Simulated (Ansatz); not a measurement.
Cost and result for the atomization energy of H$_{4}$O$_{3}$SiTe (`O[Si](O)(O)[TeH]`) (9 atoms, 8 bonds).

```
atom    x (Å)    y (Å)    z (Å)
  O1  -1.8658   0.2447  -0.1067
 Si2  -0.2500   0.3240   0.0099
  O3   0.0139   1.8430   0.5332
  O4   0.3646  -0.0523  -1.4584
 Te5   0.7962  -1.2068   1.7007
  H6  -2.2316  -0.5079  -0.5733
  H7   0.9018   2.0611   0.8193
  H8   1.2894  -0.3018  -1.4941
  H9   0.9814  -2.4040   0.5694
```

Charge 0, multiplicity 1. Correlated methods include outer-core shells of Te, which these sets cover unevenly. Te takes the def2 core potential. Geometry: relaxed with PBE0-D4/def2-TZVP. It is one conformer, not always the lowest. Program: Ansatz. All runs use 4 threads of a server CPU on a shared host. Times are those of one run each, without the atoms' runs, and a repeat can differ threefold. Electronic energies, without spin–orbit coupling; frozen cores. CCSD(T)/CBS adds CCSD(T) − MP2 in def2-TZVPP to the MP2 limit, and its time is that of the two runs behind it. T1 = 0.012. With those shells the extrapolation isn't a true limit. B3LYP takes the VWN-RPA correlation (the form of Gaussian; ORCA's B3LYP/G). HSE06 is the plane-wave form, built on full-range PBE exchange.

CCSD(T)/CBS is a level of theory with its own doubt, some kJ/mol a heavy atom from the limit and from the frozen cores, so smaller differences don't rank the functionals.

```tsv
level	functions	wall time
revPBE-D4/def2-TZVPP	241	2.4 s
BLYP-D4/def2-TZVPP	241	2.5 s
PBE-D4/def2-TZVPP (with forces)	241	2.9 s
HSE06-D4/def2-TZVPP	241	4.1 s
B3LYP-D4/def2-TZVPP (with forces)	241	6 s
B2PLYP/def2-TZVPP	241	7.5 s
PBE-QIDH/def2-TZVPP	241	8 s
ωB97X-V/def2-TZVPP	241	11 s
CCSD(T)/def2-SVP	106	11 s
ωB97M-V/def2-TZVPP (with forces)	241	15 s
MP2/def2-QZVPP	443	24 s
CCSD(T)/def2-TZVPP	241	5.6 min
CCSD(T)/CBS(def2)	–	6 min
```

Task: What atomization energy does each give, and how far from CCSD(T)/CBS? (Best estimate.)

Result: Computed: 
| level | atomization (kcal/mol) | difference from CCSD(T)/CBS | per bond |
| --- | --- | --- | --- |
| revPBE-D4/def2-TZVPP | 780.1 | -23.2 | -2.9 |
| BLYP-D4/def2-TZVPP | 791.7 | -11.6 | -1.4 |
| PBE-D4/def2-TZVPP (with forces) | 805.1 | 1.8 | 0.2 |
| HSE06-D4/def2-TZVPP | 783.5 | -19.8 | -2.5 |
| B3LYP-D4/def2-TZVPP (with forces) | 787.4 | -15.9 | -2.0 |
| B2PLYP/def2-TZVPP | 781.6 | -21.7 | -2.7 |
| PBE-QIDH/def2-TZVPP | 780.3 | -23.0 | -2.9 |
| ωB97X-V/def2-TZVPP | 794.6 | -8.7 | -1.1 |
| CCSD(T)/def2-SVP | 714.2 | -89.1 | -11.1 |
| ωB97M-V/def2-TZVPP (with forces) | 793.9 | -9.4 | -1.2 |
| MP2/def2-QZVPP | 815.2 | 11.9 | 1.5 |
| CCSD(T)/def2-TZVPP | 771.9 | -31.4 | -3.9 |
| CCSD(T)/CBS(def2) | 803.3 | 0.0 | 0.0 |

From BLYP to BHLYP (50 % exact exchange), in def2-TZVPP and without D4, the atomization energy moves by −31.6 kcal/mol: exact exchange takes away binding that semilocal exchange gives to molecules. At CCSD(T), def2-SVP lies −89.1 kcal/mol from the extrapolated value and def2-TZVPP −31.4 kcal/mol: correlation converges slowly with the basis, and small sets miss more of it in the bonded molecule than in its fragments. The D4 term adds +9.4 kcal/mol with B3LYP and +4.9 kcal/mol with PBE0; it sums over pairs of atoms, weighted by their polarisabilities, and B3LYP, whose exchange is more repulsive, gets the larger term.

Spin–orbit coupling would lower the free Te atoms strongly, and the atomization energy with them, by more than many differences here.
